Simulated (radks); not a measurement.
Eu3+, configuration [Xe] 4f6 (the NIST ground configuration). Method: Dirac Kohn-Sham, AM05, spin-unpolarised, spherical densities, point nucleus; open shells are shared between the two j in proportion to 2j + 1; computed with a radial shooting solver on a logarithmic mesh with Libxc functionals. Some entries of the table are withheld. Estimate them.

| orbital | occ. | eigenvalue (eV) | <r> (bohr) | <1/r> (bohr^-1) |
|---|---|---|---|---|
| 1s1/2 | 2 | -48309.89 | 0.02233 | 70.20 |
| 2s1/2 | 2 | -7956.929 | 0.09464 | 16.71 |
| 2p1/2 | 2 | -7551.611 | 0.07910 | 16.69 |
| 2p3/2 | 4 | -6904.522 | 0.08583 | 14.82 |
| 3s1/2 | 2 | -1775.861 | 0.2494 | 6.081 |
| 3p1/2 | 2 | -1600.764 | 0.2390 | 5.998 |
| 3p3/2 | 4 | -1468.902 | 0.2519 | 5.523 |
| 3d3/2 | 4 | -1165.493 | 0.2237 | (1) |
| 3d5/2 | 6 | -1136.780 | 0.2277 | (2) |
| 4s1/2 | 2 | -377.6138 | 0.5656 | 2.544 |
| 4p1/2 | 2 | -309.9670 | 0.5783 | 2.438 |
| 4p3/2 | 4 | -280.6262 | 0.6076 | 2.277 |
| 4d3/2 | 4 | (3) | 0.6457 | 2.060 |
| 4d5/2 | 6 | (4) | 0.6561 | 2.020 |
| 5s1/2 | 2 | -72.8398 | 1.349 | 0.9890 |
| 5p1/2 | 2 | -53.9249 | 1.496 | 0.8811 |
| 5p3/2 | 4 | -49.6631 | 1.579 | 0.8267 |
| 4f5/2 | 2.57143 | -33.5354 | 0.8709 | 1.496 |
| 4f7/2 | 3.42857 | -32.8540 | 0.8814 | 1.479 |
| 5d3/2 | 0 | -24.7258 | 2.150 | 0.5951 |
| 5d5/2 | 0 | -24.2939 | 2.184 | 0.5848 |
| 6s1/2 | 0 | -21.9298 | 3.153 | 0.4084 |

Answer. 
(1) 3d3/2 <1/r> (bohr^-1): 5.402
(2) 3d5/2 <1/r> (bohr^-1): 5.283
(3) 4d3/2 eigenvalue (eV): -169.1333
(4) 4d5/2 eigenvalue (eV): -163.8461
